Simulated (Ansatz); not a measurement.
Ideal-gas functions of C₂H₄AlBrO, SMILES `[Br][Al]1[CH2]O[CH2]1` at 600 K and 1 bar, from an Ansatz frequency run at PBE0-D4/def2-TZVP.

Molar mass 150.94 g/mol, point group C2v (symmetry number 2), electronic degeneracy 1, moments of inertia 50.405, 504.724, 548.786 u Å². Harmonic wavenumbers (cm⁻¹, unscaled): 31, 124, 134, 260, 540, 564, 647, 674, 742, 903, 999, 1158, 1174, 1200, 1208, 1453, 1476, 3034, 3041, 3081, 3083.

Use S(trans) = R[1.5 ln M + 2.5 ln T − 1.1517]; rotational temperatures θ = 24.2544 K / I; S(rot) = R[ln(√π/σ · √(T³/θAθBθC)) + 1.5]; for each mode x = 1.438777 ν̃/T, S = R[x/(eˣ − 1) − ln(1 − e⁻ˣ)] and H = RT x/(eˣ − 1); 1 cm⁻¹ = 0.0119627 kJ/mol; R = 8.31446 J/(mol·K).

Task: By hand: the entropy, in J/(mol·K).

Result: Translation 186.0. Rotation: θ = 0.4812, 0.0481, 0.0442 K, giving 119.9. Vibration, mode by mode: 29.93, 18.43, 17.79, 12.38, 6.72, 6.41, 5.45, 5.17, 4.54, 3.35, 2.79, 2.07, 2.00, 1.91, 1.88, 1.18, 1.12, 0.05, 0.05, 0.04, 0.04, in all 123.3. Electronic 0.0. Sum 429.2 J/(mol·K).

Task: By hand: H − E and G − E in kJ/mol, counted from the electronic energy.

Result: Zero-point energy ½ × 25526 × 0.0119627 = 152.7; thermal vibration 34.9; translation, rotation and pV give 4 RT = 20.0. H − E = 207.6 kJ/mol, and G − E = 207.6 − 600 × 429.2/1000 = -49.9 kJ/mol.

Vibration gives 29 % of the entropy, 66.1 J/(mol·K) of it from the modes under 150 cm⁻¹: soft modes count most, and the harmonic formula is weakest for them.
